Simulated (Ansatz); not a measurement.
Species: difluoro(trifluoromethyl)borane, CBF5, charge 0, multiplicity 1. SMILES: FB(C(F)(F)F)F
Structure (B3LYP-D3(BJ)/def2-TZVP (Ansatz, a first-principles code) minimum search):
```
C
F 1 1.3441
F 1 1.3522 2 107.53
F 1 1.3524 2 107.52 3 -115.35
B 1 1.6155 2 112.91 3 122.37
F 5 1.3086 1 120.62 2 0.50
F 5 1.3094 6 120.32 1 -179.96
```
Charge 0, spin multiplicity 1.

Property: vertical ionisation energy (to the doublet state of charge +1; each state is the SCF solution reached for its spin), in eV. Correlated levels leave the core frozen unless marked. UHF or UKS for open shells. Spin-orbit coupling is left out. Non-relativistic. CBS(X,Y): correlation extrapolated as X^-3; Hartree-Fock from the larger set. The bracket is a focal-point correction in the basis named.

```csv
level,program,vertical ionisation energy (eV)
PBE/def2-TZVPD,Ansatz,12.60
B3LYP/def2-TZVPD,Ansatz,13.36
PBE0/def2-TZVPD,Ansatz,13.34
BHLYP/def2-TZVPD,Ansatz,14.01
wB97M-V/def2-TZVPD,Ansatz,(withheld)
"RI-MP2/CBS(aug-cc-pVTZ,aug-cc-pVQZ)+[CCSD(T)-MP2]/aug-cc-pVTZ",Ansatz,(withheld)
```

**Question.** Some entries are withheld; supply them.

**Answer.** 
- wB97M-V/def2-TZVPD, vertical ionisation energy (eV): 13.55
- RI-MP2/CBS(aug-cc-pVTZ,aug-cc-pVQZ)+[CCSD(T)-MP2]/aug-cc-pVTZ, vertical ionisation energy (eV): 14.00
